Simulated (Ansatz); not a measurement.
Harmonic frequencies (cm⁻¹) at PBE0-D4/def2-TZVP from Ansatz: 130, 213, 362, 399, 509, 542, 657, 696, 827, 894, 973, 1618, 2214, 2229, 2719.

(1) Which molecule is it?
A. `O/C(F)=N/[SiH3]`
B. `B1OBSP1`
C. `FB1B[SiH2]1`
D. `N#[C][AlH][OH]`

Results:

(1) C.
